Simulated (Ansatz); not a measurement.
System: sum formula SiPH₅, charge 1, multiplicity 2. 
Geometry from a B3LYP-D3(BJ)/def2-TZVP (Ansatz, an electronic-structure program) optimisation:
```xyz
7

Si    -1.1672     0.1228     0.0972
P      1.1330    -0.1087    -0.1516
H     -1.6720    -0.9259    -0.7983
H     -1.3751     1.5128    -0.3287
H     -1.3210    -0.1368     1.5409
H      1.7245    -1.3674     0.0475
H      1.9892     0.8283     0.4507
```
Charge +1, spin multiplicity 2.

Basis-set convergence of Hartree-Fock and MP2 correlation energies (hartree) with Ansatz. Correlated levels leave the core frozen unless marked. Open shells are spin-unrestricted. No spin-orbit coupling. Non-relativistic.

| basis | functions | E(HF) | E(corr, MP2) |
|---|---|---|---|
| cc-pV(D+d)Z | 71 | -632.29704 | -0.20076 |
| cc-pV(T+d)Z | 148 | … | … |

Question: Complete the blanks.

Answer: 
- cc-pV(T+d)Z, E(HF): -632.32432
- cc-pV(T+d)Z, E(corr, MP2): -0.25016
